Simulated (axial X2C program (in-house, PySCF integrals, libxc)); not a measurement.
**How long does CoP⁺ take?**

A bond scan computed with an in-house relativistic program for diatomic molecules. Basis: Co dyall-cv3z [9s10p6d3f2g], P dyall-v3z [8s7p2d1f] (cores contracted in-house).

Input file and command:
```json
{"zs": [27, 15], "q": 1, "bas": ["dyall-cv3z", "dyall-v3z"], "levels": ["PBE0", "HF", "M06"], "cc": true, "r0": 2.05, "thr": -2.0, "nmax": 90, "npts": 10, "nst": 2, "ntry": 6}
```
```bash
python so2c.py task.json out
```

Keys: zs atomic numbers; q charge; bas basis sets; levels methods; cc coupled cluster on or off; r0 starting distance in Å; thr threshold in hartree for freezing inner shells (an s shell follows its p shell); nmax most natural virtual spinors; npts points on the curve; nst determinants followed; ntry starts of the search. HF also brings MP2.

Hardware: 1 thread of AMD EPYC 9B14 (Zen 4), on a shared host.

Wall time of one point of each curve, integrals apart:

```csv
Hamiltonian,level,points,seconds a point
spin-free,PBE0,7,0.33
spin-free,HF,7,0.17
spin-free,"CCSD(T) (13 electrons, 90 virtuals)",7,7.6
spin-free,M06,7,0.64
2c,PBE0,7,0.42
2c,HF,7,0.34
2c,"CCSD(T) (13 electrons, 90 virtuals)",7,9.1
2c,M06,7,0.75
```

The rest:

Search with its distance optimisation 33 s, atoms 41 s, whole task 210 s. Coupled cluster runs on the points near the minimum only. The program drops outer points, and coupled cluster, when its time limit (not in the input) nears; MP2, further determinants and curves that did not converge are not in the table.
